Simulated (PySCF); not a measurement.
Input for PySCF: R-MP2/6-31G* on CH2O (SMILES C=O) with ghost functions, monomers drawn apart or pushed together.

```python
from pyscf import gto, scf, dft, mp
from pyscf.data.elements import chemcore

mol = gto.M(
    atom='''
    C    -0.89037016   -0.56201398    5.05942413
    O    -1.76930538   -0.98611155    4.35402950
    H     0.02982722   -0.12453187    4.63685147
    H    -0.97288040   -0.59517509    6.16050775
    ghost-O    0.27470414   -0.11455422    0.53960396
    ghost-H   -0.46269598   -0.44100008    1.07826482
    ghost-H   -0.04261553   -0.11150345   -0.36776118
    ''',
    basis='6-31g*',
    cart=True,
    charge=0, spin=0, verbose=3, max_memory=1800)
mf = scf.RHF(mol)
mf.conv_tol = 1e-8
mf.max_cycle = 100
mf.kernel()
if not mf.converged:
    mf = mf.newton().run(mf.mo_coeff, mf.mo_occ)
pt = mp.MP2(mf, frozen=chemcore(mol)).run()
```

Program output:

```
converged SCF energy = -113.865496271536
E(RMP2) = -114.167444943871  E_corr = -0.301948672335108
E(SCS-RMP2) = -114.161190201053  E_corr = -0.295693929516575
```

The calculation finished and met its thresholds.

Cost: very roughly 0.5 core-seconds.
